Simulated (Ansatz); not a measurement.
```yaml
crystal:
  periodic: [false, false, false]
  atoms:
    - {symbol: C, position_ang: [-1.505939, -0.508443, 0.282222]}
    - {symbol: Al, position_ang: [0.057627, 0.267496, -0.550212]}
    - {symbol: O, position_ang: [1.595834, 0.062092, 0.677577]}
    - {symbol: Cl, position_ang: [0.985200, -0.777762, -2.167859]}
    - {symbol: Cl, position_ang: [0.209709, 2.396645, -0.665552]}
    - {symbol: H, position_ang: [-1.747863, -0.010724, 1.225253]}
    - {symbol: H, position_ang: [-1.366349, -1.573827, 0.484782]}
    - {symbol: H, position_ang: [-2.378740, -0.412599, -0.369777]}
    - {symbol: H, position_ang: [2.285268, -0.436727, 0.216692]}
    - {symbol: H, position_ang: [1.948353, 0.942650, 0.869674]}
basis:
  gaussian: {orbitals: def2-mTZVP}
hamiltonian: {xc: {name: HF}}
correlation: {method: ccsd_t}
accuracy: high
scf: {max_iter: 3}
```

```sh
$ ansatz run in.yaml --threads 4 --pin off --events-out ev --progress --plain --max-ram 10444MiB
```

Shortened log:

```
Error: invalid value for `basis.gaussian`: such a run doesn't read scf.max_iter; remove what it names
```

Question: What is wrong with this run?

Answer: The input holds a key that doesn't belong there. The program refused the input.
